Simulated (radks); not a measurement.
Values are calculated unless marked as measured or tabulated.
Task: These are the eigenvalues of the occupied orbitals of an atom or ion with whole-number occupations (eV). Code: a radial shooting solver on a logarithmic mesh with Libxc functionals. Model: non-relativistic Kohn-Sham, LDA (Slater exchange, Perdew-Wang correlation), spin-polarised, spherical densities, point nucleus.

| orbital | eigenvalue |
|---|---|
| 1s up | -3553.221 |
| 1s down | -3552.202 |
| 2s up | -405.4880 |
| 2s down | -404.4075 |
| 2p up | -336.4452 |
| 2p down | -335.1201 |
| 3s up | -83.3360 |
| 3s down | -78.5923 |
| 3p up | -65.8492 |
| 4f up | -12.2087 |

Which element is it, and in what charge state? The configuration may be excited. Open shells, if any, are filled with parallel spins first.

Result: Z = 19, potassium, charge +3: K3+ in [Ne] 3s2 3p3 4f1. The list shows which subshells hold electrons but not how many an open one holds; the 1s level, -130.58 hartree, gives Z - s = 16.2 by -(Z - s)^2/2, which with screening narrows Z to a few neighbours, and the depths of the outer levels then fix element, charge and occupations together.
